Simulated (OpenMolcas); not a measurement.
Co4+ among 6 point charges of -2 e arranged as an octahedron (Oh), 1.78 Å from the ion.

```yaml
Program: OpenMolcas
Method: "SS-CASPT2, IPEA 0.25 Eh, imaginary shift 0.1 Eh (closed shells correlated: 3s 3p)"
Basis: ANO-RCC-VDZP [5s4p2d1f]
Scalar_Hamiltonian: DKH2, point nucleus
Active_space: 5 electrons in 5 orbitals (3d)
State_averaging: 2S+1 = 6 even, 1 root; 2S+1 = 4 even, 24 roots; 2S+1 = 2 even, 75 roots
Spin-orbit_coupling: RASSI with atomic mean-field integrals over the reference wave functions
```

Question: What is the spin-free ground state (labels of O, the rotations of Oh)?

Answer: 6A1, 1-fold in its orbital part, 100 % from free-ion S terms; it has the highest spin that d5 allows.

Question: What are the lowest two levels with spin-orbit coupling?

Answer: A 6-fold level, then a 2-fold level Γ7 38520 cm-1 above it. Their leading multiplicities are 6 (100 %) and 4 (100 %).

Question: What is χT at 300 K, and how does it compare with the textbook value?

Answer: The lowest level has 2S+1 = 6, for which the spin-only value is χT = S(S+1) / 2 = 4.375 cm3 K/mol (g = 2). The computed 4.385 at 300 K differs by +0.010, little more than the free-electron g of 2.0023 accounts for.

Roots that are degenerate in the reference are averaged as groups; the widest CASPT2 spread within a group is 210 cm-1 (the 3-fold group of multiplicity 2 near 57500 cm-1 above the lowest state of its run). Shifts and gaps below about the spread of the groups concerned are not significant. Point charges give a weaker field than real ligands, and real ions of this kind are often low spin; the high spin found here belongs to the model. Free-ion shares, where given, are those of the reference states; single-state CASPT2 does not remix them. This is an electrostatic model: the charges have no orbitals. No measured value stands beside these numbers.
